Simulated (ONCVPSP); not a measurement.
## PBE ONCV dataset for nickel (Ni), scalar-relativistic all-electron reference.

The input file (ONCVPSP 4.0.1):

```
# ATOM AND REFERENCE CONFIGURATION
# atsym  z   nc   nv     iexc    psfile
  Ni 28.00    3    4        4      upf
#
#   n    l    f
    1    0    2.00
    2    0    2.00
    2    1    6.00
    3    0    2.00
    3    1    6.00
    3    2    8.00
    4    0    1.00
#
# PSEUDOPOTENTIAL AND OPTIMIZATION
# lmax
    2
#
#   l,   rc,      ep,       ncon, nbas, qcut
    0    1.15    0.00    3    7    8.50
    1    1.15    0.00    4    8   11.40
    2    1.10    0.00    4    8   12.20
#
# LOCAL POTENTIAL
# lloc, lpopt,  rc(5),   dvloc0
    4    5    1.10   -1.00
#
# VANDERBILT-KLEINMAN-BYLANDER PROJECTORs
# l, nproj, debl
    0    2    2.60
    1    2    3.80
    2    2    1.70
#
# MODEL CORE CHARGE
# icmod, fcfact, rcfact
    3    3.00    1.40
#
# LOG DERIVATIVE ANALYSIS
# epsh1, epsh2, depsh
   -6.00    5.00    0.04
#
# OUTPUT GRID
# rlmax, drl
    6.00    0.01
#
# TEST CONFIGURATIONS
# ncnf
    4
# nvcnf
#   n    l    f
    4
    3    0    2.00
    3    1    6.00
    3    2    8.00
    4    0    2.00
#
    4
    3    0    2.00
    3    1    6.00
    3    2    8.00
    4    0    0.00
#
    4
    3    0    2.00
    3    1    6.00
    3    2    7.00
    4    0    0.00
#
    5
    3    0    2.00
    3    1    6.00
    3    2    8.00
    4    0    0.00
    4    1    2.00
#
```

Command:

```bash
oncvpsp.x < Ni.dat > Ni.out
```

The program printed (shortened: citation, most of the input echo, consistency checks and plot data are left out):

```
ONCVPSP  (Optimized Norm-Conservinng Vanderbilt PSeudopotential)
scalar-relativistic version 4.0.1

#   n    l    f        energy (Ha)
    1    0    2.00    -3.0212971E+02
    2    0    2.00    -3.6411059E+01
    2    1    6.00    -3.1371530E+01
    3    0    2.00    -4.4161002E+00
    3    1    6.00    -2.9587233E+00
    3    2    8.00    -6.5871516E-01
    4    0    1.00    -4.8450941E-01

Reference configufation results
  iterations    27
  all-electron total energy (Ha)   -1.52019455D+03

Begin loop to  construct optimized pseudo wave functions
and semi-local pseudopoentials for all angular momenta

Calculating optimized projector #   1

 for l=   0

    Fraction of norm inside rc  0.919652
    Optimizing pswf for qcut=   8.51 a_B^-1,  ecut=  36.20 Ha
    Residual kinetic energy error=  6.22D-05 Ha

    Energy error per electron        Cutoff
         Ha          eV             Ha
         0.01000     0.27211       11.74
         0.00100     0.02721       27.23
         0.00010     0.00272       34.57
         0.00001     0.00027      114.33

Calculating optimized projector #   2

 for l=   0

    Fraction of norm inside rc  0.040002
    Optimizing pswf for qcut=   8.51 a_B^-1,  ecut=  36.20 Ha
    Residual kinetic energy error=  4.07D-05 Ha

    Energy error per electron        Cutoff
         Ha          eV             Ha
         0.01000     0.27211        8.87
         0.00100     0.02721       24.11
         0.00010     0.00272       33.18
         0.00001     0.00027       60.39

   Wellstate for l =  1  n =  5
     eigenvalue =   0.8413
     asymptotic potential =   1.3413
     half-point radius =  3.6953

Calculating optimized projector #   1

 for l=   1

    Fraction of norm inside rc  0.880543
    Optimizing pswf for qcut=  11.41 a_B^-1,  ecut=  65.05 Ha
    Residual kinetic energy error=  3.08D-07 Ha

    Energy error per electron        Cutoff
         Ha          eV             Ha
         0.01000     0.27211       33.17
         0.00100     0.02721       42.20
         0.00010     0.00272       50.37
         0.00001     0.00027       56.73

Calculating optimized projector #   2

 for l=   1

    Fraction of norm inside rc  0.031913
    Optimizing pswf for qcut=  11.41 a_B^-1,  ecut=  65.05 Ha
    Residual kinetic energy error=  6.73D-08 Ha

    Energy error per electron        Cutoff
         Ha          eV             Ha
         0.01000     0.27211       23.86
         0.00100     0.02721       34.09
         0.00010     0.00272       42.86
         0.00001     0.00027       50.55

   Wellstate for l =  2  n =  4
     eigenvalue =   1.0413
     asymptotic potential =   1.5413
     half-point radius =  2.3160

Calculating optimized projector #   1

 for l=   2

    Fraction of norm inside rc  0.674273
    Optimizing pswf for qcut=  12.19 a_B^-1,  ecut=  74.33 Ha
    Residual kinetic energy error=  2.08D-04 Ha

    Energy error per electron        Cutoff
         Ha          eV             Ha
         0.01000     0.27211       58.05
         0.00100     0.02721       67.63
         0.00010     0.00272       98.37
         0.00001     0.00027      200.52

Calculating optimized projector #   2

 for l=   2

    Fraction of norm inside rc  0.109397
    Optimizing pswf for qcut=  12.19 a_B^-1,  ecut=  74.33 Ha
    Residual kinetic energy error=  1.76D-04 Ha

    Energy error per electron        Cutoff
         Ha          eV             Ha
         0.01000     0.27211       55.73
         0.00100     0.02721       66.96
         0.00010     0.00272       77.62
         0.00001     0.00027      151.63

Construct Vanderbilt / Kleinmman-Bylander projectors

B matrix Hermiticity error, ll=   0
   1   2    4.7854E-04

  Orthonormal projector coefficients  9.2299E+00  1.7460E+00

B matrix Hermiticity error, ll=   1
   1   2   -3.8643E-04

  Orthonormal projector coefficients  1.0049E+00 -1.0006E+00

B matrix Hermiticity error, ll=   2
   1   2    2.3621E-04

  Orthonormal projector coefficients -1.3694E+01 -4.0417E+00

Model core correction analysis
  based on d2Exc/dn_idn_j

d2excae - all-electron derivatives

   -4.354892D-02   -4.037070D-02   -2.962180D-02   -2.493059D-03
   -4.037090D-02   -3.873192D-02   -2.924467D-02   -3.028382D-03
   -2.962219D-02   -2.924489D-02   -2.718470D-02   -8.575417D-03
   -2.492519D-03   -3.027327D-03   -8.573042D-03   -4.275356D-02

d2excps - pseudofunction derivatives with no core correction

   -5.269097D-02   -4.137866D-02   -3.123102D-02   -3.447066D-03
   -4.138037D-02   -3.964884D-02   -3.210293D-02   -3.133887D-03
   -3.123162D-02   -3.210310D-02   -2.895522D-02   -8.560377D-03
   -3.446971D-03   -3.132833D-03   -8.558004D-03   -4.283488D-02

rms 2nd derivative error    2.657030E-03

rmatch, rhocmatch    0.3712   62.9184

Teter function model core charge with specified parameters

d2excps - pseudofunction derivatives with core correction

   -4.044598D-02   -3.789109D-02   -3.009777D-02   -2.450412D-03
   -3.789106D-02   -3.770231D-02   -3.121462D-02   -2.859378D-03
   -3.009786D-02   -3.121476D-02   -2.847267D-02   -8.471312D-03
   -2.449852D-03   -2.858312D-03   -8.468938D-03   -4.275409D-02

rms 2nd derivative error    1.434869E-03

Pseudoatom total energy -168.861829

Diagnostic tests using Vanderbilt-Kleinman-Bylander pseudopotentials
  1 or more projectors used as specified by nproj input data

   l    rcore       rmatch      e in        delta e   norm test  slope test

   0   1.1568373   1.1919613  -4.4161002   0.0000599   1.0002297   1.0002337
   0   1.1568373   1.1919613  -0.4845094   0.0000114   1.0000724   1.0000523

   1   1.1568373   1.1919613  -2.9587233   0.0000063   1.0001924   1.0002123
   1   1.1568373   1.1919613   0.8412767   0.0000765   1.0003585   1.0003585

   2   1.1027788   1.1362616  -0.6587152  -0.0000062   1.0001338   1.0001414
   2   1.1027788   1.1362616   1.0412849  -0.0000037   1.0003210   1.0003210

 Testing for bound ghosts
   n   l    E NL Schr. Eq   E Basis Diag.   E Cutoff

   1   0       -4.416040       -4.416083    141.75
   2   0       -0.484498       -0.290883    141.75

   2   1       -2.958717       -2.958665    226.81

   3   2       -0.658721       -0.648994    283.14

 Testing for highly-localized positive-energy ghosts
       l    <radius>/rc     E Basis Diag.   E Cutoff

Test configuration 0

   n   l     f        eae           eps        diff
   1   0  2.0000 -302.12970706
   2   0  2.0000  -36.41105929
   2   1  6.0000  -31.37153017
   3   0  2.0000   -4.41610021   -4.41604036    5.99D-05
   3   1  6.0000   -2.95872329   -2.95871696    6.32D-06
   3   2  8.0000   -0.65871516   -0.65872132   -6.17D-06
   4   0  1.0000   -0.48450941   -0.48449800    1.14D-05

    Total energies and differences
      AE_ref= -1.52019455D+03  AE_tst= -1.52019455D+03  dif=  0.00D+00
      PS_ref= -1.68861829D+02  PS_tst= -1.68861829D+02  dif= -8.53D-14
      PSP excitation error=  8.53D-14

Test configuration 1

   n   l     f        eae           eps        diff
   1   0  2.0000 -301.79302479
   2   0  2.0000  -36.08165790
   2   1  6.0000  -31.04152425
   3   0  2.0000   -4.08135507   -4.08124800    1.07D-04
   3   1  6.0000   -2.62346029   -2.62354890   -8.86D-05
   3   2  8.0000   -0.32611809   -0.32599049    1.28D-04
   4   0  2.0000   -0.20737762   -0.20740176   -2.41D-05

    Total energies and differences
      AE_ref= -1.52019455D+03  AE_tst= -1.52053716D+03  dif= -3.43D-01
      PS_ref= -1.68861829D+02  PS_tst= -1.69204486D+02  dif= -3.43D-01
      PSP excitation error=  4.54D-05

Test configuration 2

   n   l     f        eae           eps        diff
   1   0  2.0000 -302.52322818
   2   0  2.0000  -36.79354193
   2   1  6.0000  -31.75492161
   3   0  2.0000   -4.80484065   -4.80505279   -2.12D-04
   3   1  6.0000   -3.34774717   -3.34770014    4.70D-05
   3   2  8.0000   -1.04241554   -1.04265534   -2.40D-04

    Total energies and differences
      AE_ref= -1.52019455D+03  AE_tst= -1.51955692D+03  dif=  6.38D-01
      PS_ref= -1.68861829D+02  PS_tst= -1.68224178D+02  dif=  6.38D-01
      PSP excitation error= -2.02D-05

Test configuration 3

   n   l     f        eae           eps        diff
   1   0  2.0000 -303.27509033
   2   0  2.0000  -37.56643301
   2   1  6.0000  -32.52586860
   3   0  2.0000   -5.53382286   -5.53584593   -2.02D-03
   3   1  6.0000   -4.06840434   -4.06903072   -6.26D-04
   3   2  7.0000   -1.72953876   -1.72847140    1.07D-03

    Total energies and differences
      AE_ref= -1.52019455D+03  AE_tst= -1.51818005D+03  dif=  2.01D+00
      PS_ref= -1.68861829D+02  PS_tst= -1.66847441D+02  dif=  2.01D+00
      PSP excitation error=  1.15D-04

Test configuration 4

   n   l     f        eae           eps        diff
   1   0  2.0000 -301.92839174
   2   0  2.0000  -36.20926496
   2   1  6.0000  -31.16957158
   3   0  2.0000   -4.21639397   -4.21673835   -3.44D-04
   3   1  6.0000   -2.75883772   -2.75897349   -1.36D-04
   3   2  8.0000   -0.45732459   -0.45737048   -4.59D-05
   4   1  2.0000   -0.10355296   -0.10355004    2.92D-06

    Total energies and differences
      AE_ref= -1.52019455D+03  AE_tst= -1.52018794D+03  dif=  6.61D-03
      PS_ref= -1.68861829D+02  PS_tst= -1.68855216D+02  dif=  6.61D-03
      PSP excitation error= -1.06D-06
```

The run took about 3.4 s on one core of a shared server CPU.
